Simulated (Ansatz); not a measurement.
Cost and result up the ladder for closo-1-SB6 (no H on S) (B6H6S) (13 atoms). Charge 0, multiplicity 1. Geometry: PBE0-D4/def2-SVP.

```xyz
13

B    -0.2509    1.0660    0.9432
B     0.6149   -0.3588    1.2577
B    -0.0766   -0.3553   -1.3987
B     0.7226   -1.2373   -0.1897
B    -0.8460   -0.4657    0.2195
B    -0.6782    1.0682   -0.6985
S     1.3027    0.7168   -0.3383
H    -0.3602    1.9930    1.6924
H     1.2155   -0.5999    2.2645
H    -0.0434   -0.5938   -2.5711
H     1.4114   -2.1993   -0.3705
H    -1.8736   -1.0311    0.4864
H    -1.1383    1.9970   -1.2970
```

Ansatz on 4 threads of Arm Neoverse V1 on a shared host. Times are rough, and most runs start from the orbitals of an earlier one. ωB97X-V/def2-TZVP serves as the yardstick here, not as an exact answer. Differences are given only for rows in sets of like size (and for xTB, whose basis is part of the method), since another set adds its own error. Binding counts from free atoms at the same level (B doublet, S triplet, H doublet; other spins of the atoms weren't run), without zero-point energy or a counterpoise term.

Correlated methods freeze 11 core orbitals. The rows differ in basis, and correlated rows in double-zeta sets carry the largest basis error. Another isomer (singlet) lies 0.72 eV lower at PBE0-D4/def2-TZVP; other spin states weren't run for this one.

Correlated methods converge slowly with the basis, most of all in double-zeta sets.

| level | functions | binding energy per atom (eV) | difference from ωB97X-V/def2-TZVP (eV) |
| --- | --- | --- | --- |
| PBE0-D4/def2-SVP | 132 | 4.16 | – |
| ωB97X-V/def2-TZVP | 259 | 4.03 | 0.00 |
| PBE-D4/def2-TZVP (with forces) | 259 | 4.15 | 0.13 |
| CCSD(T)/def2-SVP | 132 | 3.82 | – |
| PBE0-D4/def2-TZVP | 259 | 4.11 | 0.09 |
| r2SCANh-D4/def2-TZVP | 259 | 4.09 | 0.06 |
| HF/STO-3G | 45 | 4.36 | – |
| HF/def2-TZVP | 259 | 3.04 | -0.99 |
| r2SCAN-D4/def2-TZVP | 259 | 4.11 | 0.08 |
| MP2/def2-TZVP | 259 | 4.00 | -0.03 |
| PBE-D4/def2-SVP | 132 | 4.19 | – |

Task: Estimate how long each takes.

Result: HF/STO-3G 0.25 s; PBE-D4/def2-SVP 1.5 s; PBE0-D4/def2-SVP 1.7 s; HF/def2-TZVP 2.5 s; PBE-D4/def2-TZVP (with forces) 3.7 s; PBE0-D4/def2-TZVP 4.3 s; MP2/def2-TZVP 4.3 s; r2SCAN-D4/def2-TZVP 6.5 s; r2SCANh-D4/def2-TZVP 7.5 s; ωB97X-V/def2-TZVP 11 s; CCSD(T)/def2-SVP 12 s. On shared hardware such times vary by a factor of up to 3.
